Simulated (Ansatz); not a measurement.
CH₆OSiSn, SMILES `[SnH3][SiH]1CO1`. The species carries charge 0 and has multiplicity 1. Sn takes the def2 core potential. The geometry is a stationary point of PBE0-D4/def2-TZVP.

```xyz
10

Sn    1.734    0.627    0.513
Si   -0.669   -0.234    0.526
C    -1.523   -0.717   -1.002
O    -1.756    0.608   -0.431
H     1.872    2.060    1.428
H     2.783   -0.542    1.182
H     2.203    0.941   -1.095
H    -1.213   -0.701    1.827
H    -2.404   -1.355   -0.976
H    -1.028   -0.688   -1.971
```

Question: What is the dipole moment at PBE/def2-TZVPP? (Estimate.)

Answer: Ansatz gave: 1.51 D, with components (0.94, -1.12, 0.37) D in this frame, pointing from negative to positive charge.

Question: And with r2SCAN, B3LYP, ωB97M-V? (Best estimate.)

Answer: Computed: r2SCAN 1.58 D, B3LYP 1.74 D, ωB97M-V 1.80 D.

Question: Give the Mulliken charges with PBE, B3LYP, ωB97M-V in def2-TZVPP. (Best estimate.)

Answer: The calculation gave: 
```tsv
atom	PBE	B3LYP	ωB97M-V
Sn1	0.40	0.44	0.29
Si2	0.20	0.28	0.29
C3	-0.09	-0.10	-0.16
O4	-0.33	-0.40	-0.39
H5	-0.10	-0.11	-0.07
H6	-0.10	-0.12	-0.08
H7	-0.10	-0.11	-0.07
H8	-0.07	-0.07	-0.03
H9	0.09	0.10	0.12
H10	0.10	0.11	0.11
```

B3LYP here is the variant with VWN-RPA as its local correlation; programs differ in this.
